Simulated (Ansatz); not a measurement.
CH₂O₂Te, SMILES `O=C(O)[TeH]`, relaxed with RKS PBE0-D4/def2-TZVP in Ansatz 0.2.0 from a PBE-D4/def2-SVP geometry. The force threshold is 0.005 eV/Å; the program also tests the step.

Charge 0, multiplicity 1. Te takes the def2 core potential.

Start:

```xyz
6

O     0.361   -0.593    1.216
C     0.208    0.059    0.215
O     0.924    1.154   -0.128
Te   -1.249   -0.287   -1.369
H     1.575    1.292    0.599
H    -1.820   -1.625   -0.533
```

**Question.** How much energy does the relaxation release, and in how many steps? (Best estimate.)

**Answer.** The calculation gave: 3.90 kJ/mol, in 7 steps, 1 of them rejected.

**Question.** Which bonds change most? (Best estimate.)

**Answer.** The calculation gave: C2–Te4 from 2.179 to 2.134 Å; Te4–H6 from 1.679 to 1.654 Å; O3–H5 from 0.985 to 0.970 Å; O1–C2 from 1.205 to 1.191 Å.

**Question.** Give the relaxed structure. (An estimate is asked.)

**Answer.** The calculation gave: 
```xyz
6

O     0.350   -0.587    1.192
C     0.200    0.059    0.203
O     0.919    1.143   -0.121
Te   -1.230   -0.288   -1.342
H     1.562    1.282    0.593
H    -1.801   -1.609   -0.526
```
